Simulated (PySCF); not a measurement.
Mg(Cl)(SiH3) (ClH₃MgSi), SMILES [SiH3][Mg][Cl]. Atoms are numbered in the order given.

```xyz
6

Mg     0.0000     0.0000    -0.1720
Cl     0.0000     0.0000    -2.3619
Si     0.0000     0.0000     2.3842
H      1.1973     0.6913     2.9458
H      0.0000    -1.3826     2.9458
H     -1.1973     0.6913     2.9458
```
Charge 0, spin multiplicity 1.

Geometry optimised at PBE0-D3(BJ)/def2-TZVP.

These are PBE0/pcJ-1 run with PySCF values and carry that method's errors.

Isotropic couplings with Fermi-contact, spin-dipole and both spin-orbit terms, one fixed conformer, no vibrational averaging. Isotopes: 1H, 29Si.

```json
[
 {"pair": "Si3–H4", "bonds apart": "1", "J (Hz)": "…"},
 {"pair": "Si3–H5", "bonds apart": "1", "J (Hz)": "…"},
 {"pair": "Si3–H6", "bonds apart": "1", "J (Hz)": "…"},
 {"pair": "H4–H5", "bonds apart": "2", "J (Hz)": "-6.0"},
 {"pair": "H4–H6", "bonds apart": "2", "J (Hz)": "-6.0"},
 {"pair": "H5–H6", "bonds apart": "2", "J (Hz)": "-6.0"}
]
```

Task: Fill in the missing entries. (An estimate is asked for; the answer gives what the named calculation found.)

Result: 
- Si3–H4, J (Hz): -182.2
- Si3–H5, J (Hz): -182.2
- Si3–H6, J (Hz): -182.2
